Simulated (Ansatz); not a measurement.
Geometry optimisation, RKS PBE-D4/def2-SVP (Ansatz 0.2.0).

Input:

```yaml
crystal:
  periodic: [false, false, false]
  atoms:
    - { symbol: Ge, position_ang: [-0.173628, 0.077756, 0.096995] }
    - { symbol: O, position_ang: [-0.099059, -0.034092, 1.862119] }
    - { symbol: H, position_ang: [-0.771961, 0.576894, 2.226367] }
    - { symbol: F, position_ang: [1.35724, 0.460088, -0.618768] }
    - { symbol: O, position_ang: [-1.341613, 1.373053, -0.216543] }
    - { symbol: H, position_ang: [-1.651939, 1.371262, -1.142397] }
    - { symbol: F, position_ang: [-0.763335, -1.370364, -0.676853] }
    - { symbol: S, position_ang: [1.704705, -2.616534, 1.152309] }
    - { symbol: H, position_ang: [0.548776, -3.156194, 0.677903] }
    - { symbol: H, position_ang: [1.017914, -1.922669, 2.133368] }
basis:
  gaussian: { orbitals: def2-SVP }
hamiltonian:
  xc: pbe
  dispersion: d4
relax:
  f_tol: 0.03
  max_steps: 50
output:
  orbitals: {}
```

Run as:

```bash
$ ansatz run input.yaml --threads 4 --pin off --max-ram 5120MiB --backend cpu --events-out ev --progress --plain --runs-dir out
```

Q: Where does it end, and by what steps?

A: The forces met the threshold. The force dipped under the threshold on the way, but the program's further checks kept it going. After 19 steps the energy has fallen by 0.014 eV; H6 moved furthest, 0.38 Å.

```tsv
step	energy less start (eV)	largest force component (eV/Å)	accepted
0	0.0000	0.340	yes
1	-0.0057	0.142	yes
2	-0.0077	0.084	yes
3	-0.0081	0.046	yes
4	-0.0090	0.036	yes
5	-0.0093	0.019	yes
6	-0.0097	0.064	yes
7	-0.0099	0.063	yes
8	-0.0097	0.091	no
9	-0.0102	0.017	yes
10	-0.0106	0.229	yes
11	-0.0111	0.098	yes
12	-0.0117	0.041	yes
13	-0.0122	0.131	yes
14	-0.0125	0.119	yes
15	-0.0129	0.079	yes
16	-0.0132	0.079	yes
17	-0.0134	0.098	yes
18	-0.0136	0.036	yes
19	-0.0137	0.018	yes
```

```xyz
10
Properties=species:S:1:pos:R:3
Ge -0.270 0.008 0.119
O -0.200 -0.052 1.886
H -0.752 0.684 2.222
F 1.210 0.402 -0.701
O -1.442 1.286 -0.245
H -1.351 1.600 -1.165
F -0.840 -1.500 -0.549
S 1.762 -2.507 1.130
H 0.658 -3.088 0.589
H 1.052 -2.074 2.209
```

Whether the end is a true minimum wasn't checked by a vibrational analysis.

Time of the run: 24 s on 4 threads of Arm Neoverse V2, on a shared host, peak memory 0.19 GiB.
